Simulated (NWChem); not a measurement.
System: HfH4S3; SMILES [SH][HfH]([SH])[SH]

```xyz
8

Hf    -0.0138    -0.0007    -0.2249
H      0.0492    -0.0071    -2.0579
S     -1.1934     2.0431     0.3564
H     -0.0455     2.6564     0.7356
S     -1.2247    -2.0222     0.3670
H     -0.0643    -2.7229     0.4160
S      2.3264    -0.0221     0.4036
H      2.5217     0.1414    -0.9360
```
Atoms are numbered in this order, from 1.

All runs: NWChem. Medium grid unless said otherwise, to which SCAN and Minnesota functionals are sensitive. All runs use the structure optimised with PBE0/def2-SVP. No frequency run checked for a minimum. def2 effective core potentials on Hf; no spin-orbit coupling. Hybrids' shares of exact exchange are those that their runs print; pure functionals count as 0. The functionals differ in more than this share.

| row | share of exact exchange | highest occupied level (eV) |
|---|---|---|
| PBE/def2-SVP | 0.00 | -6.77 |
| HCTH/407/def2-SVP | 0.00 | -6.90 |
| B3LYP/def2-SVP | 0.20 | -7.66 |
| B3PW91/def2-SVP | 0.20 | -7.79 |
| PBE0/def2-SVP | 0.25 | -7.99 |
| MN15/def2-SVP | 0.44 | withheld |

Question: Fit a straight line of the last column on the one before it, predict the withheld value, and compare with the run.

Answer: 
1. Means of the 5 shown rows: x = 0.130, y = -7.422. Slope Σ(x − x̄)(y − ȳ)/Σ(x − x̄)² = -0.2632/0.05800 = -4.538; intercept -6.832.
2. The shown rows scatter about the line by 0.060 (root mean square); the largest residual is +0.08, at B3LYP/def2-SVP.
3. At x = 0.44 (MN15/def2-SVP; beyond the shown range) the line gives -8.83.
4. The run gives -8.63, +0.20 from the line, 3.3 times the scatter.
